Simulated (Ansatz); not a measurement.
`BC(C)(F)[SiH3]` + H₂S → `BS` + `CC(F)[SiH3]` at 500 K and 1 bar (ligand exchange at a B–C bond).

Gas-phase electronic energies from Ansatz, PBE0-D4/def2-TZVP geometries. CCSD(T)/CBS is the MP2 limit (def2-TZVPP, def2-QZVPP) plus CCSD(T) − MP2 in def2-TZVPP, frozen cores. This one scheme is used for every species.

```csv
species,CCSD(T)/CBS energy (Eh),H − E (kJ/mol),S (J/(mol·K))
`BC(C)(F)[SiH3]`,-494.54641,295.9,423.1
H₂S,-398.97279,57.0,224.0
`BS`,-424.38198,102.0,273.9
`CC(F)[SiH3]`,-469.17172,258.2,377.8
```

H − E and S are ideal-gas, rigid-rotor, harmonic terms from PBE0-D4/def2-TZVP, for one conformer and one mirror image of each species. 1 Eh = 2625.50 kJ/mol, R = 8.31446 J/(mol·K).

Q: By hand: ΔE, ΔH, ΔS and ΔG.

A: ΔE = (-424.38198) + (-469.17172) − (-494.54641) − (-398.97279) = -0.03450 Eh = -90.6 kJ/mol. Δ(H − E) = 102.0 + 258.2 − 295.9 − 57.0 = 7.3, so ΔH = -83.3 kJ/mol. ΔS = 273.9 + 377.8 − 423.1 − 224.0 = 4.6 J/(mol·K). ΔG = -83.3 − 500 × (4.6)/1000 = -85.6 kJ/mol.

Q: By hand: the equilibrium constant, and the temperature at which ΔG would vanish if ΔH and ΔS stayed fixed.

A: log₁₀ K = −ΔG/(RT ln 10) = 8.9. ΔH and −TΔS have one sign here, so there is no such temperature. One of them is within its doubt of zero, so this could turn.

The number of gas molecules stays the same, so ΔS is small and ΔH decides. A doubt of 5 kJ/mol in ΔE shifts log₁₀ K by 0.5 here. Other conformers and mirror images would add mixing entropy, several J/(mol·K) or more a flexible species. These are equilibria of isolated gas molecules and say nothing of rates. Largest T1 diagnostic: 0.015 (customary marks: 0.02 for closed shells, 0.045 for open ones).
